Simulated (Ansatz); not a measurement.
Cost and result up the ladder for Si(NMe2)H3 (C₂H₉NSi) (13 atoms). The state is a singlet with charge 0. Geometry: PBE-D4/def2-SVP.

```xyz
13

C     0.794   -1.251    0.107
C     0.221    0.848    1.199
N     0.201    0.066   -0.022
Si   -0.959    0.408   -1.287
H     1.846   -1.176    0.469
H     0.817   -1.767   -0.875
H     0.250   -1.916    0.824
H    -0.175    1.868    1.017
H    -0.382    0.396    2.027
H     1.263    0.958    1.580
H    -0.462   -0.241   -2.550
H    -1.042    1.903   -1.439
H    -2.371   -0.096   -1.051
```

Ansatz on 2 threads of Arm Neoverse V1 on a shared host. Times are rough, and most runs start from the orbitals of an earlier one. ωB97X-V/def2-TZVP serves as the yardstick here, not as an exact answer. Differences are given only for rows in sets of like size (and for xTB, whose basis is part of the method), since another set adds its own error. Binding counts from free atoms at the same level (C triplet, N quartet, Si triplet, H doublet; other spins of the atoms weren't run), without zero-point energy or a counterpoise term.

Correlated methods freeze 8 core orbitals. Another isomer (singlet) lies 0.73 eV lower at PBE0-D4/def2-TZVP; other spin states weren't run for this one.

Correlated methods converge slowly with the basis.

```json
{"level": "HF/STO-3G", "functions": "33", "wall time": "0.15 s", "binding energy per atom (eV)": "3.37", "difference from ωB97X-V/def2-TZVP (eV)": "–"}
{"level": "PBE-D4/def2-SVP", "functions": "105", "wall time": "1.5 s", "binding energy per atom (eV)": "3.68", "difference from ωB97X-V/def2-TZVP (eV)": "–"}
{"level": "PBE0-D4/def2-SVP", "functions": "105", "wall time": "1.8 s", "binding energy per atom (eV)": "3.64", "difference from ωB97X-V/def2-TZVP (eV)": "–"}
{"level": "revPBE-D4/def2-TZVP", "functions": "184", "wall time": "2.5 s", "binding energy per atom (eV)": "3.60", "difference from ωB97X-V/def2-TZVP (eV)": "-0.05"}
{"level": "PBE-D4/def2-TZVP (with forces)", "functions": "184", "wall time": "3.1 s", "binding energy per atom (eV)": "3.67", "difference from ωB97X-V/def2-TZVP (eV)": "0.02"}
{"level": "PBE0-D4/def2-TZVP", "functions": "184", "wall time": "3.2 s", "binding energy per atom (eV)": "3.62", "difference from ωB97X-V/def2-TZVP (eV)": "-0.02"}
{"level": "r2SCAN-D4/def2-TZVP", "functions": "184", "wall time": "4.9 s", "binding energy per atom (eV)": "3.62", "difference from ωB97X-V/def2-TZVP (eV)": "-0.03"}
{"level": "r2SCAN0-D4/def2-TZVP", "functions": "184", "wall time": "5.5 s", "binding energy per atom (eV)": "3.59", "difference from ωB97X-V/def2-TZVP (eV)": "-0.06"}
{"level": "ωB97X-V/def2-TZVP", "functions": "184", "wall time": "10 s", "binding energy per atom (eV)": "3.65", "difference from ωB97X-V/def2-TZVP (eV)": "0.00"}
{"level": "CCSD(T)/def2-TZVP", "functions": "184", "wall time": "56 s", "binding energy per atom (eV)": "3.50", "difference from ωB97X-V/def2-TZVP (eV)": "-0.15"}
```
